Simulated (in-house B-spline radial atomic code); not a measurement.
Tl²⁺ is squeezed into an impenetrable sphere of radius R (the orbitals vanish at R). Computed with a radial B-spline atomic code at the basis-set limit: Dirac-Hartree-Fock, average of configuration, Fermi nucleus of rms radius 5.4759 fm.

Energies in eV above the free ion in [Xe] 4f14 5d10 6s1:

| R (bohr) | highest level (eV) | [Xe] 4f14 5d10 6s1 | [Kr] 4d9 4f14 5s2 5p6 5d10 5f1 6s1 | [Kr] 4d10 4f14 5s2 5p5 5d10 6s1 6f1 |
| --- | --- | --- | --- | --- |
| 9.4 | -28.4 | 1.57e-05 | 416.1 | 107.4 |
| 6.68 | -28.4 | 0.008562 | 417.8 | 114.4 |
| 5.11 | -28.2 | 0.2404 | 421.1 | 125.7 |
| 4.25 | -27.3 | 1.394 | 425.6 | 139.7 |
| 3.45 | -23.3 | 7.449 | 436.8 | 169 |
| 3.15 | -19.5 | 14.39 | 446.4 | 190.2 |
| 2.56 | -0.659 | 57.02 | 496.6 | 280.2 |
| 2.15 | 35.9 | 163.2 | 612.1 | 449.5 |
| 1.75 | 129 | 509.8 | 978.6 | 912.4 |
| 1.4 | 344 | 1572 | 2090 | 2174 |

Question: Does [Kr] 4d9 4f14 5s2 5p6 5d10 5f1 6s1 fall below [Xe] 4f14 5d10 6s1 under compression?

Answer: No, it stays above over the whole range.

Question: Does [Kr] 4d10 4f14 5s2 5p5 5d10 6s1 6f1 fall below [Xe] 4f14 5d10 6s1 under compression?

Answer: No, it stays above over the whole range.

The highest level is first positive in the row R = 2.15 bohr, pushed up by confinement above the zero of the free ion's potential. Each configuration is held fixed and needn't be the lowest in the sphere.
